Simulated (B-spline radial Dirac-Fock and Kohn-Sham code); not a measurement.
**Energy-loss ionisation edge N7 (4f7/2) of Hg**

System: the free mercury atom, configuration 1s2 2s2 2p6 3s2 3p6 3d10 4s2 4p6 4d10 4f14 5s2 5p6 5d10 6s2. The computed values come from a B-spline atomic structure program: the first Born approximation with generalised oscillator strengths from a Dirac-Hartree-Slater potential (longitudinal and transverse terms; continuum final states only, so no white lines or fine structure). The edge is taken at 99.90 eV (tabulated value).

The run's input, task.json:

```json
{"items": [{
  "Z": 80,
  "q": 0,
  "cfg": [[1, 0, 2], [2, 0, 2], [2, 1, 6], [3, 0, 2], [3, 1, 6], [3, 2, 10], [4, 0, 2], [4, 1, 6], [4, 2, 10], [4, 3, 14], [5, 0, 2], [5, 1, 6], [5, 2, 10], [6, 0, 2]],
  "A": 202,
  "rrms": 5.4648,
  "do": "eels",
  "beams": [[60, 5], [80, 10], [80, 100], [100, 5], [100, 10], [120, 10], [120, 20], [120, 100], [200, 20], [200, 50], [300, 5], [300, 10], [300, 20], [300, 100]],
  "edges": {"N7": 99.9}
}]}
```

Run with: `python xray2_run.py task.json out`

Generalised oscillator strength df/dE of the whole subshell in 10⁻³ per eV, against momentum transfer:

```tsv
q (1/a₀)	6 eV above	10 eV above	65 eV above	250 eV above
0.0400	2.15	2.37	5.85	26.0
0.0527	2.15	2.37	5.85	26.0
0.0695	2.15	2.37	5.85	26.0
0.0916	2.15	2.37	5.85	26.0
0.121	2.15	2.37	5.85	26.0
0.159	2.14	2.36	5.86	26.0
0.210	2.14	2.36	5.86	26.0
0.277	2.13	2.36	5.86	25.9
0.365	2.11	2.35	5.87	25.8
0.481	2.08	2.33	5.89	25.7
0.634	2.02	2.29	5.91	25.5
0.836	1.92	2.22	5.96	25.0
1.10	1.74	2.08	6.03	24.3
1.45	1.46	1.81	6.11	23.0
1.91	1.05	1.38	6.05	20.6
2.52	0.623	0.852	5.44	16.8
3.33	0.339	0.457	3.91	11.3
4.39	0.250	0.308	2.06	5.82
5.78	0.202	0.240	0.890	2.41
7.62	0.104	0.120	0.354	0.989
10.0	0.0306	0.0346	0.111	0.364
13.2	0.0127	0.0143	0.0425	0.105
17.5	0.00427	0.00495	0.0159	0.0340
23.0	0.000494	0.000606	0.00304	0.00687
30.3	5.52e-05	6.46e-05	0.000371	0.000864
40.0	9.50e-06	1.08e-05	3.52e-05	8.10e-05
```

As q goes to zero the values tend to the optical oscillator strength. At 250 eV above the edge the largest value on this grid is at q = 0.0400 per a₀; a free electron at rest would take up the loss of 350 eV at q = 5.07 per a₀, where the Bethe ridge forms once the loss is well above the edge energy.
